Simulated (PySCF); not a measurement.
Diatomic cations of Bi with the alkali metals

HF with double-zeta basis sets in PySCF, for the lowest determinant that a PBE0 search found; no spin–orbit coupling. De refers to high-spin ground-configuration atoms (the charge goes to the atom of lower measured ionisation energy or higher electron affinity, which is not always the lowest computed limit). A positive dipole points towards Bi; it is taken about the centre of mass and depends on that origin.

```json
{"M": "Li", "basis": "cc-pVDZ/cc-pVDZ-PP", "reference": "UHF", "charged atom": "Li+", "state (unpaired electrons)": "quartet (σ ↑, π ↑↑)", "Re (Å)": "3.080", "ωe (cm⁻¹)": "207", "De (eV)": "n/a", "μ (D)": "-10.91"}
{"M": "Na", "basis": "def2-SVP", "reference": "UHF", "charged atom": "Na+", "state (unpaired electrons)": "quartet (σ ↑, π ↑↑)", "Re (Å)": "3.546", "ωe (cm⁻¹)": "85.9", "De (eV)": "n/a", "μ (D)": "-12.85"}
{"M": "K", "basis": "def2-SVP", "reference": "UHF", "charged atom": "K+", "state (unpaired electrons)": "quartet (σ ↑, π ↑↑)", "Re (Å)": "4.134", "ωe (cm⁻¹)": "47.1", "De (eV)": "n/a", "μ (D)": "-15.01"}
{"M": "Rb", "basis": "def2-SVP", "reference": "UHF", "charged atom": "Rb+", "state (unpaired electrons)": "quartet (σ ↑, π ↑↑)", "Re (Å)": "4.393", "ωe (cm⁻¹)": "27.5", "De (eV)": "n/a", "μ (D)": "-13.58"}
{"M": "Cs", "basis": "def2-SVP", "reference": "UHF", "charged atom": "Cs+", "state (unpaired electrons)": "quartet (σ ↑, π ↑↑)", "Re (Å)": "4.638", "ωe (cm⁻¹)": "21.8", "De (eV)": "n/a", "μ (D)": "-12.29"}
```

The shortest bond is that of LiBi⁺ (3.080 Å), the longest that of CsBi⁺ (4.638 Å).

The rows differ in basis set, which adds steps of its own.

Down a group the atoms grow and get heavier, so bonds lengthen and wavenumbers fall; this series shows no clear exception.

These are scalar-relativistic numbers at best; spin–orbit coupling would shift them, the dissociation energy most. Hartree–Fock leaves out correlation, which carries a large part of most bond energies and some tenths to 1 eV of ionisation energies. States were picked by a PBE0 search and need not be the measured ground states.
